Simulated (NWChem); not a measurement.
# Atomisation of C2H2Br2

SMILES: Br/C=C\Br
```xyz
6

Br    -1.7533     0.0000     0.2749
C     -0.6664     0.0000    -1.2395
C      0.6664     0.0000    -1.2395
Br     1.7533     0.0000     0.2749
H     -1.2151     0.0000    -2.1840
H      1.2151     0.0000    -2.1840
```
Charge 0, spin multiplicity 1.

Program: NWChem. The geometry was optimised at PBE0/def2-SVP, a minimum by its harmonic frequencies.

Basis set: def2-TZVP. The atomisation energy is electronic alone: no zero-point, thermal, spin-orbit or counterpoise terms. No value is extrapolated to the basis-set limit. Free atoms are single determinants with multiplicities Br 2, C 3, H 2. Correlated methods freeze the same cores in atoms and molecule, 20 orbitals in all.

The Hamiltonian is non-relativistic. The structure started from a generated list of species. No SCF solution was tested for a lower state. Open-shell Hartree-Fock references start from PBE0 orbitals.

### Question
One of these methods gave an atomisation energy of 515.5 kcal/mol. Which?
(A) PBE
(B) MP2
(C) r2SCAN
(D) BHandHLYP

### Answer
A, PBE. The others give 468.2 (BHandHLYP), 500.8 (r2SCAN), 496.5 (MP2).
